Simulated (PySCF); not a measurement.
# Electron correlation in In (indium, neutral)

[Kr] 4d10 5s2 5d1, 2D determinant (an excited configuration). Computed with PySCF 2.14 in aug-cc-pwCVDZ-PP with ECP28MDF (6s5p4d1f, 48 functions), with scalar relativity through the core potential. Frozen: 4s2 4p6 4d10; 3 electrons correlated.

| level | correlation energy (mhartree) |
| --- | --- |
| CCSD | -46.90 |
| (T) | -2.68 |
| CCSD(T) | -49.58 |
| CCSDT | -51.10 |

Diagnostics: T1 = 0.028, D1 = 0.0659, largest double amplitude 0.287.

**Question.** Is a single reference adequate?

**Answer.** Not fully. The outer electron is Rydberg-like, and this basis confines it to a smaller radius and binds it less than a complete one would. A double-excitation amplitude exceeds 0.15, a sign of near-degeneracy.
